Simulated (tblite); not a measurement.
C3H9BO3.
Cartesian coordinates in Å at the GFN2-xTB level; atoms count from 1:
```
atom  x, y, z in Å
C1     2.3179   -0.7571    0.2293
O2     1.3431    0.2626    0.1934
B3     0.0062   -0.0051    0.2062
O4    -0.4330   -1.2970    0.2484
C5    -1.8079   -1.6115    0.2215
O6    -0.8970    1.0136    0.1718
C7    -0.5118    2.3716    0.1583
H8     2.6919   -0.8641    1.2508
H9     3.1363   -0.4558   -0.4273
H10    1.9033   -1.7094   -0.1025
H11   -2.1913   -1.5353   -0.7990
H12   -2.3775   -0.9354    0.8612
H13   -1.9086   -2.6382    0.5750
H14   -0.7782    2.8243    1.1166
H15    0.5607    2.4745   -0.0058
H16   -1.0616    2.8714   -0.6419
```

All values are computed: GFN2-xTB (tblite) harmonic vibrations without scaling, gas phase. Errors from tens to a few hundred cm⁻¹ against measured bands are possible. One conformer, not necessarily the lowest. The optimisation stopped once no atom felt more than 0.01 eV/Å.

Lowest wavenumbers of the output (negative numbers stand for imaginary wavenumbers):
```
mode    cm-1
  1     -29.3
  2      26.8
  3      35.6
  4     117.3
  5     161.1
  6     170.1
  7     173.6
  8     180.3
```

**Question.** Is this structure a minimum?

**Answer.** Not by this Hessian. 1 mode is imaginary beyond 20i (29i cm⁻¹), so at this level the point lies at or near a first-order saddle. The curvature is small, so loose convergence or finite differences may be the whole cause.

**Question.** Which atoms move in the imaginary mode?

**Answer.** 29i: H14 (methyl hydrogen) 35 %, H16 (methyl hydrogen) 31 %, H15 (methyl hydrogen) 31 %. These are shares of the mass-weighted motion.

**Question.** What is the remedy?

**Answer.** Step along that mode in both directions, optimise again with tighter thresholds and repeat the frequencies. The zero-point energy of this point (79.7 kcal/mol) counts the 41 real modes alone, and thermal corrections from it aren't those of a minimum.
